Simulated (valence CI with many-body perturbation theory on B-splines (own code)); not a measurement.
# Ne V: what the settings do

Computed by configuration interaction combined with many-body perturbation theory (CI+MBPT): four valence electrons over a frozen Dirac-Fock core [He], a basis of 6 s, 6 p, 5 d, 3 f, 1 g functions for each j, with the one-electron correlation potential Σ1 (screened to all orders), the two-electron term Σ2, the three-electron term Σ3, Breit, model QED; selected single and double excitations, second order for the rest, scaled by the run's own slope (own B-spline code, finite nucleus).

Set against measurement, 13 paired levels are off by 218 cm⁻¹ on average, the worst by 550. These come from a selection out of NIST levels in Podobedova, Fuhr, Reader and Wiese, J. Phys. Chem. Ref. Data 33, 525 (2004). Levels without a partner in it may be off by more.

The reference run has the lowest level 2s2 2p2 3P_0 and an ionisation energy of 126.248 eV. Its largest variational space holds 10818 state functions.

Changed runs:
A. core polarisation of operators on → off; scale of Σ1 1 → 0; scale of Σ2 1 → 0; three-electron term on → off
B. correlating orbitals by l 3 3 3 2 1 → 4 4 3 0 0
C. scale of Σ2 1 → 1.2
D. scale of Σ1 1 → 3 (bad on purpose)

Excitation energies of the reference run in cm⁻¹, and shifts in cm⁻¹:

| Level | Reference | A | B | C | D |
| --- | --- | --- | --- | --- | --- |
| 2s2 2p2 3P_1 | 411 | -3.9 | +0.5 | 0 | +8.8 |
| 2s2 2p2 3P_2 | 1108 | -11 | +0.3 | 0 | +24 |
| 2s2 2p2 1D_2 | 30592 | -59 | +1411 | +28 | +105 |
| 2s2 2p2 1S_0 | 64397 | -319 | +1100 | +104 | +93 |
| 2s 2p3 5S°_2 | 87930 | +756 | -1149 | -22 | -1529 |
| 2s 2p3 3D°_3 | 175975 | +1070 | +883 | -55 | -1359 |
| 2s 2p3 3D°_2 | 176044 | +1069 | +884 | -55 | -1359 |
| 2s 2p3 3D°_1 | 176068 | +1069 | +883 | -55 | -1358 |
| 2s 2p3 3P°_2 | 208472 | +970 | +706 | -28 | -1285 |
| 2s 2p3 3P°_1 | 208477 | +971 | +707 | -28 | -1285 |
| 2s 2p3 3P°_0 | 208509 | +970 | +707 | -28 | -1285 |
| 2s 2p3 1D°_2 | 271114 | +2197 | +2104 | -236 | -1293 |
| Ionisation energy (eV) | 126.248 | -0.124 | -0.124 | -0.0041 | +0.348 |
